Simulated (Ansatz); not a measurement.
Geometry optimisation, RKS PBE0/def2-SVP in Ansatz 0.2.0.

input.yaml

```yaml
crystal:
  periodic: [false, false, false]
  atoms:
    - { symbol: O, position_ang: [1.2688, -1.9174, 2.2295] }
    - { symbol: C, position_ang: [1.3332, -1.342, 1.1264] }
    - { symbol: S, position_ang: [2.3423, -0.7867, -0.1833] }
    - { symbol: B, position_ang: [0.7024, -0.4677, -0.1478] }
    - { symbol: Sn, position_ang: [-1.0696, 0.8394, -0.6807] }
    - { symbol: H, position_ang: [-0.9006, 2.3841, 0.1841] }
    - { symbol: H, position_ang: [-0.09651, -0.13291, -0.93428] }
    - { symbol: H, position_ang: [-2.5337, 0.0953, -0.1981] }
basis:
  gaussian: { orbitals: def2-SVP }
hamiltonian:
  xc: pbe0
relax:
  f_tol: 0.02
  max_steps: 50
```

Command:

```bash
$ ansatz run input.yaml --threads 2 --pin off --max-ram 3072MiB --backend cpu --events-out ev --progress --plain --runs-dir out
```

Question: Where does it end, and by what steps?

Answer: The forces met the threshold. After 25 steps the energy has fallen by 5.803 eV; H6 moved furthest, 1.63 Å. The start is strongly strained (largest force component 8 eV/Å). Joined: B4–H6 (3.29 → 1.30 Å).

```csv
step,energy less start (eV),largest force component (eV/Å),accepted
0,0.0000,8.103,yes
1,-2.7512,3.454,yes
2,-3.9448,1.686,yes
3,-4.4693,1.263,yes
4,-4.7314,0.975,yes
5,-4.8714,1.734,yes
6,-4.9928,1.210,yes
7,-5.1116,0.563,yes
8,-5.2105,0.152,yes
9,-5.2599,0.209,yes
10,-5.3159,0.406,yes
11,-5.4576,0.613,yes
12,-5.5522,0.777,yes
13,-5.6262,0.533,yes
14,-5.6709,0.459,yes
15,-5.7008,0.367,yes
16,-5.7219,0.284,yes
17,-5.7622,0.559,yes
18,-5.7850,0.268,yes
19,-5.7981,0.272,yes
20,-5.7913,0.794,no
21,-5.8020,0.034,yes
22,-5.8027,0.025,yes
23,-5.8026,0.048,no
24,-5.8031,0.021,yes
25,-5.8033,0.015,yes
```

```xyz
8
Properties=species:S:1:pos:R:3
O 1.110 -1.773 2.008
C 1.060 -1.033 1.093
S 2.350 -0.279 -0.068
B 0.517 -0.096 0.020
Sn -1.350 1.089 -1.129
H 0.004 1.047 0.371
H -0.221 -0.578 -0.937
H -2.423 0.294 0.039
```

Time of the run: 2.6 min on 2 threads of Intel(R) Xeon(R) Platinum 8259CL CPU @ 2.50GHz (Skylake/Cascade Lake), with other jobs on the host, peak memory 0.25 GiB.
